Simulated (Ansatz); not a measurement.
```yaml
crystal:
  periodic: [false, false, false]
  atoms:
    - {symbol: N, position_ang: [-0.743429, 1.970740, -0.441509]}
    - {symbol: Zn, position_ang: [-0.082027, 0.323414, -0.059250]}
    - {symbol: C, position_ang: [0.736326, -1.394233, 0.381862]}
    - {symbol: F, position_ang: [-0.175080, -2.436749, 0.181181]}
    - {symbol: H, position_ang: [-0.950158, 2.211153, -1.399851]}
    - {symbol: H, position_ang: [-1.460601, 2.365268, 0.149211]}
    - {symbol: H, position_ang: [1.060541, -1.437938, 1.426721]}
    - {symbol: H, position_ang: [1.614428, -1.601655, -0.238344]}
basis:
  gaussian: {orbitals: 6-31G}
total_charge: 1
magnetization: {spin_polarized: true, initial_magnetization: 2}
hamiltonian: {xc: {name: B97}}
```

```sh
$ ansatz run in.yaml --threads 2 --pin off --events-out ev --progress --plain --max-ram 4352MiB
```

(1) How does Ansatz answer? (Best estimate.)

Results:

(1) The calculation gave: The program refused the input.
```
Error: a molecule whose nuclei and cores have a total charge of 56 cannot have a net charge of 1 together with 2 unpaired electrons
```
